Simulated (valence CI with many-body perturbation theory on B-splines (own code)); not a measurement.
## Au XXXI: M1 decay

Method: configuration interaction combined with many-body perturbation theory (CI+MBPT): three valence electrons over a frozen Dirac-Fock core [Kr] 4d10, a basis of 7 s, 7 p, 7 d, 7 f, 4 g, 2 h functions for each j, with the one-electron correlation potential Σ1 (screened to all orders), the two-electron term Σ2, the three-electron term Σ3, Breit, model QED; selected single and double excitations, second order for the rest, scaled by the run's own slope (own B-spline code, finite nucleus).

No measured spectrum was set against this ion. As an estimate, large intervals hold to a few tenths of a per cent, small ones and those within an open d or f shell to about a per cent. Excitations out of the core, of the other parity, are not computed and may begin above about 184 eV (a cautious bound); beyond it only levels of the ground parity were kept, without lifetimes.

Lines 51 to 100 of 120 in falling wavelength, among levels below 1487300 cm⁻¹, chosen from the decays that carry over 1 % of a level's rate. Wavelengths and rates use the calculated energies. S is in atomic units (e²a₀⁴ for E2 and M2, e²a₀⁶ for E3), for M1 in squared Bohr magnetons. Weak lines are less certain than strong ones. Lines between different terms over intervals too small for the method are left out, as are lines whose strength nearly cancels.

Levels are named by their leading jj configuration (3d3/2^4 stands for four electrons in 3d with j = 3/2), which in mixed levels can hold well under half, so a name can repeat and another be missing. Letters in brackets count levels of one name in rising energy.

| λ vac (nm) | Upper | Lower | Type | A (s⁻¹) | S (a.u.) |
| --- | --- | --- | --- | --- | --- |
| 245.0 | (4f5/2^2 4f7/2) J=11/2 [b] | (4f5/2^2 4f7/2) J=9/2 | M1 | 4.63e+02 | 3.03e+00 |
| 240.7 | (4f5/2^2 4f7/2) J=11/2 [b] | (4f5/2^2 4f7/2) J=13/2 | M1 | 1.76e+02 | 1.09e+00 |
| 240.1 | (4f5/2 4f7/2^2) J=7/2 [a] | (4f5/2^2 4f7/2) J=5/2 [a] | M1 | 1.39e+03 | 5.70e+00 |
| 237.9 | (4f5/2 4f7/2^2) J=11/2 | (4f5/2 4f7/2^2) J=13/2 [a] | M1 | 1.82e+01 | 1.09e-01 |
| 237.3 | (4f5/2 4f7/2^2) J=9/2 [c] | (4f5/2^2 4f7/2) J=11/2 [b] | M1 | 4.85e+01 | 2.40e-01 |
| 236.7 | (4f5/2 4f7/2^2) J=9/2 [c] | (4f5/2 4f7/2^2) J=9/2 [a] | M1 | 8.72e+02 | 4.28e+00 |
| 230.9 | (4f7/2^3) J=15/2 | (4f5/2^2 4f7/2) J=15/2 [b] | M1 | 8.76e+02 | 6.39e+00 |
| 227.0 | (4f5/2 4f7/2^2) J=3/2 [b] | (4f5/2^2 4f7/2) J=5/2 [b] | M1 | 2.61e+02 | 4.52e-01 |
| 226.0 | (4f5/2^2 4f7/2) J=3/2 [b] | (4f5/2^3) J=5/2 | M1 | 4.25e+02 | 7.28e-01 |
| 218.5 | (4f5/2 4f7/2^2) J=5/2 [a] | (4f5/2^2 4f7/2) J=7/2 [b] | M1 | 1.38e+02 | 3.20e-01 |
| 208.7 | (4f7/2^3) J=9/2 | (4f5/2 4f7/2^2) J=9/2 [b] | M1 | 4.29e+02 | 1.45e+00 |
| 208.4 | (4f7/2^3) J=9/2 | (4f5/2 4f7/2^2) J=7/2 [a] | M1 | 1.22e+03 | 4.08e+00 |
| 204.4 | (4f5/2 4f7/2^2) J=3/2 [b] | (4f5/2^2 4f7/2) J=1/2 | M1 | 1.17e+03 | 1.48e+00 |
| 201.7 | (4f5/2 4f7/2^2) J=3/2 [b] | (4f5/2^2 4f7/2) J=3/2 [b] | M1 | 1.13e+03 | 1.38e+00 |
| 200.9 | (4f5/2^2 4f7/2) J=5/2 [b] | (4f5/2^3) J=5/2 | M1 | 3.66e+02 | 6.60e-01 |
| 195.3 | (4f5/2 4f7/2^2) J=7/2 [b] | (4f5/2 4f7/2^2) J=9/2 [a] | M1 | 4.30e+01 | 9.50e-02 |
| 193.2 | (4f5/2 4f7/2^2) J=13/2 [b] | (4f5/2^2 4f7/2) J=11/2 [b] | M1 | 2.15e+02 | 8.05e-01 |
| 187.6 | (4f5/2 4f7/2^2) J=7/2 [a] | (4f5/2^3) J=5/2 | M1 | 5.26e+01 | 1.03e-01 |
| 187.4 | (4f5/2 4f7/2^2) J=13/2 [b] | (4f5/2 4f7/2^2) J=13/2 [a] | M1 | 2.38e+02 | 8.14e-01 |
| 186.3 | (4f5/2 4f7/2^2) J=3/2 [a] | (4f5/2^2 4f7/2) J=3/2 [a] | M1 | 1.37e+03 | 1.31e+00 |
| 185.5 | (4f5/2 4f7/2^2) J=3/2 [a] | (4f5/2^2 4f7/2) J=5/2 [a] | M1 | 2.15e+02 | 2.03e-01 |
| 183.8 | (4f5/2 4f7/2^2) J=9/2 [c] | (4f5/2^2 4f7/2) J=7/2 [b] | M1 | 8.51e+02 | 1.96e+00 |
| 182.4 | (4f5/2 4f7/2^2) J=9/2 [b] | (4f5/2^2 4f7/2) J=9/2 | M1 | 8.50e+02 | 1.91e+00 |
| 176.1 | (4f5/2 4f7/2^2) J=5/2 [b] | (4f5/2^2 4f7/2) J=5/2 [b] | M1 | 1.45e+03 | 1.77e+00 |
| 174.9 | (4f5/2^2 4f7/2) J=15/2 [b] | (4f5/2^2 4f7/2) J=13/2 | M1 | 9.68e+02 | 3.07e+00 |
| 166.8 | (4f5/2 4f7/2^2) J=5/2 [a] | (4f5/2^2 4f7/2) J=7/2 [a] | M1 | 7.52e+02 | 7.76e-01 |
| 165.1 | (4f7/2^3) J=15/2 | (4f5/2 4f7/2^2) J=13/2 [a] | M1 | 1.91e+03 | 5.10e+00 |
| 164.6 | (4f5/2^2 4f7/2) J=9/2 | (4f5/2^3) J=9/2 | M1 | 1.34e+03 | 2.22e+00 |
| 163.9 | (4f5/2 4f7/2^2) J=5/2 [a] | (4f5/2^2 4f7/2) J=3/2 [a] | M1 | 4.68e+02 | 4.59e-01 |
| 163.3 | (4f5/2 4f7/2^2) J=5/2 [a] | (4f5/2^2 4f7/2) J=5/2 [a] | M1 | 1.97e+02 | 1.91e-01 |
| 161.5 | (4f7/2^3) J=9/2 | (4f5/2^2 4f7/2) J=11/2 [b] | M1 | 3.60e+02 | 5.63e-01 |
| 161.2 | (4f7/2^3) J=9/2 | (4f5/2 4f7/2^2) J=9/2 [a] | M1 | 5.21e+02 | 8.09e-01 |
| 160.5 | (4f5/2 4f7/2^2) J=5/2 [b] | (4f5/2^2 4f7/2) J=3/2 [b] | M1 | 6.81e+02 | 6.26e-01 |
| 157.9 | (4f5/2 4f7/2^2) J=7/2 [b] | (4f5/2^2 4f7/2) J=7/2 [b] | M1 | 8.24e+01 | 9.62e-02 |
| 156.8 | (4f5/2^2 4f7/2) J=11/2 [c] | (4f5/2^2 4f7/2) J=9/2 | M1 | 4.81e+02 | 8.25e-01 |
| 155.0 | (4f5/2^2 4f7/2) J=11/2 [c] | (4f5/2^2 4f7/2) J=13/2 | M1 | 2.03e+02 | 3.36e-01 |
| 153.7 | (4f5/2^2 4f7/2) J=3/2 [b] | (4f5/2^3) J=3/2 | M1 | 1.39e+02 | 7.47e-02 |
| 152.6 | (4f5/2 4f7/2^2) J=13/2 [a] | (4f5/2^2 4f7/2) J=11/2 [a] | M1 | 2.20e+03 | 4.07e+00 |
| 152.2 | (4f5/2^2 4f7/2) J=1/2 | (4f5/2^3) J=3/2 | M1 | 8.97e+02 | 2.35e-01 |
| 149.2 | (4f5/2 4f7/2^2) J=9/2 [a] | (4f5/2^2 4f7/2) J=11/2 [a] | M1 | 1.77e+02 | 2.18e-01 |
| 149.0 | (4f5/2^2 4f7/2) J=11/2 [b] | (4f5/2^2 4f7/2) J=11/2 [a] | M1 | 2.78e+02 | 4.09e-01 |
| 141.7 | (4f5/2^2 4f7/2) J=5/2 [b] | (4f5/2^3) J=3/2 | M1 | 5.90e+02 | 3.73e-01 |
| 137.2 | (4f5/2 4f7/2^2) J=5/2 [a] | (4f5/2^3) J=5/2 | M1 | 5.22e+01 | 3.00e-02 |
| 137.1 | (4f5/2 4f7/2^2) J=1/2 | (4f5/2^2 4f7/2) J=3/2 [a] | M1 | 2.04e+02 | 3.90e-02 |
| 136.2 | (4f5/2 4f7/2^2) J=13/2 [b] | (4f5/2^2 4f7/2) J=15/2 [a] | M1 | 2.42e+02 | 3.17e-01 |
| 134.8 | (4f7/2^3) J=9/2 | (4f5/2^2 4f7/2) J=7/2 [b] | M1 | 1.70e+02 | 1.54e-01 |
| 133.1 | (4f5/2^2 4f7/2) J=7/2 [a] | (4f5/2^3) J=9/2 | M1 | 2.12e+02 | 1.48e-01 |
| 129.0 | (4f5/2 4f7/2^2) J=7/2 [b] | (4f5/2^2 4f7/2) J=7/2 [a] | M1 | 1.69e+01 | 1.08e-02 |
| 128.1 | (4f5/2 4f7/2^2) J=17/2 | (4f5/2^2 4f7/2) J=15/2 [a] | M1 | 4.57e+02 | 6.41e-01 |
| 126.9 | (4f5/2 4f7/2^2) J=7/2 [b] | (4f5/2^2 4f7/2) J=5/2 [a] | M1 | 3.49e+01 | 2.11e-02 |
